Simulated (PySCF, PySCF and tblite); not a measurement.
A run on one conformer of C6H8O2, numbered as in [CH3:1][C:2]1=[C:3]([C:4](=[O:5])[OH:6])[CH2:7][CH2:8]1, from an ensemble study. The sound level was PBE0/pcSseg-1 on GFN2-xTB geometries.

Input:

```
{"job": {"xc": "PBE0", "basis": "pcSseg-1", "scf": {"max_cycle": 53}, "kind": "nmr", "pop": false}, "charge": 0, "multiplicity": 1}
C     -0.632260     2.206960    -0.478864
C     -0.597424     0.639049    -0.065172
C      0.459871    -0.397384     0.024619
C      2.030000    -0.382195    -0.260310
O      2.730658     0.673740    -0.667788
O      2.664584    -1.701186    -0.022117
C     -0.582345    -1.587402     0.528544
C     -1.795635    -0.394071     0.425426
H     -1.041249     2.866639     0.435491
H     -1.375837     2.374225    -1.404908
H      0.465607     2.574484    -0.776441
H      3.708915    -1.636316    -0.226644
H     -0.376466    -2.008239     1.629435
H     -0.706595    -2.504462    -0.229749
H     -2.313984    -0.108107     1.466295
H     -2.646198    -0.605896    -0.390368
```

Command: OMP_NUM_THREADS=1 python ens_run.py task.json out

Output:

```
final grid: 132640 points
cycle   1  E = -383.0501639544  dE = -1.483e-02  |g| = 1.003e+00  |ddm| = 3.461e+00
cycle   2  E = -382.1272929408  dE =  9.229e-01  |g| = 2.319e+00  |ddm| = 2.364e+00
cycle   3  E = -383.2110087609  dE = -1.084e+00  |g| = 4.787e-01  |ddm| = 1.942e+00
cycle   4  E = -383.2529207253  dE = -4.191e-02  |g| = 1.500e-01  |ddm| = 3.762e-01
cycle   5  E = -383.2567609620  dE = -3.840e-03  |g| = 3.341e-02  |ddm| = 1.057e-01
cycle   6  E = -383.2570162717  dE = -2.553e-04  |g| = 1.454e-02  |ddm| = 4.299e-02
cycle   7  E = -383.2570591960  dE = -4.292e-05  |g| = 7.453e-03  |ddm| = 1.642e-02
cycle   8  E = -383.2570730196  dE = -1.382e-05  |g| = 1.505e-03  |ddm| = 6.403e-03
cycle   9  E = -383.2570735034  dE = -4.837e-07  |g| = 6.086e-04  |ddm| = 1.853e-03
cycle  10  E = -383.2570735953  dE = -9.193e-08  |g| = 9.317e-05  |ddm| = 5.158e-04
cycle  11  E = -383.2570735972  dE = -1.913e-09  |g| = 4.481e-05  |ddm| = 1.167e-04
cycle  12  E = -383.2570735977  dE = -4.625e-10  |g| = 1.773e-05  |ddm| = 4.171e-05
converged SCF energy = -383.2570735977

GIAO shielding tensors (ppm)
atom      isotropic    diamagn.    paramagn.     s11        s22        s33       span
  0 C      137.276     246.665    -109.389    114.248    136.071    161.511     47.263
  1 C      -32.424     258.939    -291.363   -149.523    -36.588     88.839    238.362
  2 C        7.257     256.378    -249.121    -94.343     28.480     87.633    181.977
  3 C      -23.219     247.631    -270.850   -146.077     37.167     39.254    185.331
  4 O     -249.066     402.670    -651.736   -466.024   -436.832    155.657    621.681
  5 O       25.075     389.865    -364.790   -187.851     61.994    201.083    388.934
  6 C      117.325     248.379    -131.054    101.500    112.776    137.700     36.200
  7 C      116.713     251.549    -134.836    104.950    108.130    137.060     32.111
  8 H       26.707      25.809       0.898     23.794     25.183     31.144      7.350
  9 H       26.709      25.807       0.902     23.794     25.191     31.141      7.347
 10 H       25.392      27.118      -1.726     21.524     25.385     29.266      7.742
 11 H       22.483      24.413      -1.930     18.086     21.195     28.168     10.082
 12 H       25.655      26.964      -1.309     23.113     24.620     29.232      6.118
 13 H       25.654      26.967      -1.313     23.117     24.619     29.226      6.109
 14 H       26.017      27.438      -1.421     23.655     24.920     29.477      5.822
 15 H       26.018      27.436      -1.418     23.652     24.921     29.480      5.828
```

Task: What is wrong with this calculation, and what did it do to the result?

Result: The setting at fault: coordinates scaled (wrong unit or factor). The run converged. Shieldings averaged over the conformers (ppm), as run and sound:
```
atoms  as run  sound
   C1   136.9  167.4
   C2   -30.5   11.4
   C3     7.0   50.2
   C4   -22.9   19.9
   O5  -251.1  -86.6
   O6    26.3  129.2
   C7   117.3  158.1
   C8   117.2  154.7
   H1    26.3   29.4
   H6    22.5   25.8
   H7    25.6   29.0
   H8    26.0   29.4
```
